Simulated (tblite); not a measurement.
Write Cartesian coordinates for `CCC[C@H]1CC(=O)[SiH2]C1=O` as optimised with GFN2-xTB.

```xyz
22
C7H12O2Si angstrom
C     -2.8003   -0.3597   -0.4621
C     -1.7189   -0.8785    0.4790
C     -0.6310    0.1568    0.7657
C      0.1781    0.5814   -0.4708
C      1.2546    1.5890   -0.0670
C      2.3891    0.8762    0.6472
O      3.0853    1.4050    1.4777
Si     2.5058   -0.9317   -0.0206
C      0.8806   -0.6516   -1.0202
O      0.4632   -1.2986   -1.9484
H     -3.1990    0.5866   -0.1019
H     -3.6170   -1.0745   -0.5245
H     -2.4049   -0.2161   -1.4638
H     -1.2707   -1.7769    0.0504
H     -2.1778   -1.1589    1.4302
H      0.0628   -0.2468    1.5108
H     -1.0935    1.0495    1.1953
H     -0.4937    1.0018   -1.2232
H      0.8547    2.3971    0.5485
H      1.6977    2.0388   -0.9615
H      3.6654   -1.1423   -0.8772
H      2.3591   -1.9268    1.0356
```

Any rigid rotation of these coordinates is as good. Atoms count from 1 in this order. Of the pairs four or more bonds apart, Si8···H16 is among the closest relative to their van der Waals radii: 2.96 Å, 90 % of the sum of Bondi's values. Si8 (SiH2 silicon) has angles from 89.6° to 114.0°. The 5-membered ring C4–C5–C6–Si8–C9 has internal angles of 89.6° to 109.9°; it is puckered, 0.17 Å rms from its mean plane, widest ring torsion 43°.

Bonds between heavy atoms (Å): C1–C2 1.525, C2–C3 1.529, C3–C4 1.537, C4–C5 1.529, C5–C6 1.518, C6=O7 1.206, C6–Si8 1.931, Si8–C9 1.928, C9=O10 1.206, C4–C9 1.522.

The geometry is computed with GFN2-xTB (gas phase).

Point group: C1 (no symmetry element, even within 0.4 Å). Its lowest GFN2-xTB frequency is 8i cm⁻¹, too small to tell a flat minimum from a shallow saddle. The numbers are those of one conformer (C1–C2–C3–C4 -63°, C2–C3–C4–C5 -179°, C3–C4–C5–C6 75°, C4–C5–C6–O7 -151°, C5–C6–Si8–C9 -7°, C6–Si8–C9–O10 162°). 3 starts were optimised and ended at 0.00, 0.32 and 0.84 kcal/mol (GFN2-xTB); the lowest of these is shown.

Time: 3.7 s wall, 3.0 s CPU. Hardware: Intel Xeon at 2.50 GHz, one thread (shared host). That covers the optimisation of the geometry.
